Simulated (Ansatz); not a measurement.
`F[SiH2][O][GeH2][Cl]` and `OCO[SiH2]F` differ in one atom or group.

Ansatz, PBE0-D4/def2-TZVP geometries, multiplicity 1. Each molecule was computed in one conformer, which needn't be the lowest.

Scalar relativity is left out up to krypton.

```tsv
property	`F[SiH2][O][GeH2][Cl]`
HOMO–LUMO gap (PBE0/def2-TZVPP) / eV	8.85
size of the dipole moment (B3LYP/def2-TZVPP) / D	1.93
HOMO–LUMO gap (B3LYP/def2-TZVPP) / eV	8.29
LUMO energy (B3LYP/def2-TZVPP) / eV	-0.52
HOMO energy (B3LYP/def2-TZVPP) / eV	-8.80
LUMO energy (ωB97M-V/def2-TZVPP) / eV	1.74
```

Task: Give the same properties after the change, and the shifts. (Estimate.)

Result: The calculation gave: 
```json
{"property": "HOMO–LUMO gap (PBE0/def2-TZVPP) / eV", "`OCO[SiH2]F`": "9.49", "shift": "0.64"}
{"property": "size of the dipole moment (B3LYP/def2-TZVPP) / D", "`OCO[SiH2]F`": "2.16", "shift": "0.23"}
{"property": "HOMO–LUMO gap (B3LYP/def2-TZVPP) / eV", "`OCO[SiH2]F`": "8.96", "shift": "0.67"}
{"property": "LUMO energy (B3LYP/def2-TZVPP) / eV", "`OCO[SiH2]F`": "0.39", "shift": "0.91"}
{"property": "HOMO energy (B3LYP/def2-TZVPP) / eV", "`OCO[SiH2]F`": "-8.57", "shift": "0.23"}
{"property": "LUMO energy (ωB97M-V/def2-TZVPP) / eV", "`OCO[SiH2]F`": "2.23", "shift": "0.49"}
```

With PBE0 the HOMO rises by 0.24 eV and the LUMO rises by 0.89 eV, so the gap widens by about 0.65 eV. PBE moves the HOMO by 0.44 eV and ωB97M-V by 0.08 eV. Dipoles are sizes alone; their direction can turn.

B3LYP here is the variant with VWN-RPA as its local correlation; programs differ in this.
